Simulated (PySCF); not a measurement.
# Excitation energies in several basis sets

Species: C₄H₇BO.
SMILES: `BCOC1C=C1`

TDDFT with PBE0 (PySCF), vertical singlets, core orbitals frozen in the response, spherical d and f functions. The structure is a single PBE0-D3(BJ)/def2-SVP conformer in the gas phase; no vibrational or solvent corrections.

| basis | functions | diffuse | S1 (eV) | S2 (eV) | S3 (eV) | S4 (eV) | S5 (eV) | LUMO (eV) | α (au) |
| --- | --- | --- | --- | --- | --- | --- | --- | --- | --- |
| 6-31G* | 98 | no | 4.91 | 5.50 | 5.81 | 6.08 | 6.37 | -0.93 | 54.2 |
| def2-SVP | 119 | no | 4.83 | 5.42 | 5.69 | 5.96 | 6.30 | -1.21 | 56.6 |
| 6-31+G* | 122 | yes | 4.91 | 5.46 | 5.62 | 5.99 | 6.30 | -1.28 | 61.8 |
| def2-SVPD | 179 | yes | 4.94 | 5.47 | 5.64 | 5.96 | 6.32 | -1.30 | 64.9 |
| aug-cc-pVDZ | 201 | yes | 4.86 | 5.41 | 5.55 | 5.93 | 6.24 | -1.33 | 66.8 |
| def2-TZVP | 228 | no | 4.89 | 5.43 | 5.62 | 5.95 | 6.26 | -1.29 | 63.4 |
| def2-TZVPD | 288 | yes | 4.91 | 5.43 | 5.58 | 5.95 | 6.26 | -1.31 | 66.5 |

Problem. Compare the sets with the largest diffuse one.

Solution. States are compared by their number. Against the largest diffuse basis here (def2-TZVPD, itself not a converged limit), sets without diffuse functions differ by up to 0.07 eV in S1 and 0.11 eV in S5; the smaller diffuse sets differ by up to 0.04 and 0.06 eV. State by state, the largest deviation of a set without diffuse functions is S1 0.07, S2 0.07, S3 0.23, S4 0.13, S5 0.11 eV. The same number needn't mean the same state in each row. Against def2-TZVPD the polarisability deviates by -19% in 6-31G*, -15% in def2-SVP, -7% in 6-31+G*, -2% in def2-SVPD, 0% in aug-cc-pVDZ, -5% in def2-TZVP. A single + in a Pople set puts diffuse functions on heavy atoms only.
